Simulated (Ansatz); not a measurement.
Basis-set extrapolation for C2H5FOSi (`C=CO[SiH2]F`) (PBE0-D4/def2-TZVP geometry, frozen core, Ansatz 0.2.0). Multiplicity 1, RHF reference.

|  | def2-TZVPP | def2-QZVPP |
| --- | --- | --- |
| HF | -542.089873 | -542.111689 |
| MP2 correlation | -0.924058 | -0.997898 |
| CCSD(T) correlation | -0.991195 | not run |

Energies in hartree. Use E(X) = E(∞) + A·exp(−7.88·√X) for Hartree–Fock and E(X) = E(∞) + B·X^(−2.97) for correlation, with X = 3 and 4, and add CCSD(T) minus MP2 of the smaller set to the MP2 limit.

**Question.** What is the CCSD(T) energy at the basis-set limit?

**Answer.** HF limit: -542.111689 + (-0.021816) × 0.13774 = -542.11469. MP2 limit: -0.997898 + (-0.073840) × 0.74074 = -1.05259. Higher-order term: -0.991195 − (-0.924058) = -0.06714. Total: -543.23442 hartree, 4.17 eV below CCSD(T)/def2-TZVPP.
